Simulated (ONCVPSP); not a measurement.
# Plane-wave convergence, ONCV potential for F (Z = 9)

F (Z = 9), optimised norm-conserving Vanderbilt (ONCV), made with ONCVPSP 4.0.1 (PBE, scalar-relativistic). Core [He], reference 2s1.5 2p5.5. Waves: 2s: rc 0.70 bohr, ncon 3, nbas 6, qcut 10 1/bohr, 2 projectors, debl 2.1 Ha; 2p: rc 1.50 bohr, ncon 3, nbas 8, qcut 7.5 1/bohr, 1 projector. Local part: polynomial inside 0.65 bohr (lpopt 5, dvloc0 3 Ha). Core correction: Teter function, fcfact 5.5, rcfact 1.5.

Q: For each optimised wave give the share of its norm inside rc, the residual kinetic energy above qcut (Ha) and the cutoffs (Ha) for errors of 10, 1, 0.1 and 0.01 mHa per electron.

A:

| wave | norm inside rc | residual KE | 10 mHa | 1 mHa | 0.1 mHa | 0.01 mHa |
| --- | --- | --- | --- | --- | --- | --- |
| 2s | 0.271 | 1.1e-03 | 35.4 | 51.4 | 169.3 | not reached |
| s projector 2 | 0.064 | 4.0e-04 | 28.3 | 44.1 | 93.5 | 285.6 |
| 2p | 0.789 | 7.6e-05 | 19.3 | 23.7 | 27.7 | 102.7 |

The occupied waves need 51 Ha and 169 Ha for 1 and 0.1 mHa. Its largest configuration-test error is +2351 meV.
